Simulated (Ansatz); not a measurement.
H6OSi2, SMILES `[SiH3]O[SiH3]` (charge 0, multiplicity 1).

Z-matrix (Å, degrees):
```
O
Si 1 1.6367
Si 1 1.6367 2 149.36
H 2 1.4783 1 108.33 3 179.83
H 3 1.4783 1 108.33 2 179.48
H 3 1.4821 5 109.63 1 -120.16
H 2 1.4821 4 109.63 1 -120.16
H 2 1.4821 4 109.63 7 -119.64
H 3 1.4822 5 109.63 6 -119.64
```
Charge 0, spin multiplicity 1.

Frozen-core energies in 6-31g from Ansatz (a first-principles code) at a geometry from B3LYP-D3(BJ)/def2-TZVP; the HF reference has <S^2> = 0.00 and the T1 diagnostic is 0.011.

```csv
level,energy (Ha)
HF,-656.11185
MP2,-656.34021
CCSD,-656.37315
CCSD(T),-656.37719
```

Task: Estimate the energies of CCSDT and CCSDT(Q), and give each level's difference from CCSDT(Q).

Result: 
```tsv
level	energy (Ha)	difference from CCSDT(Q) (mHa)
MP2	-656.34021	38.21
CCSD	-656.37315	5.27
CCSD(T)	-656.37719	1.23
CCSDT	-656.37780	0.62
CCSDT(Q)	-656.37842	0.00
```
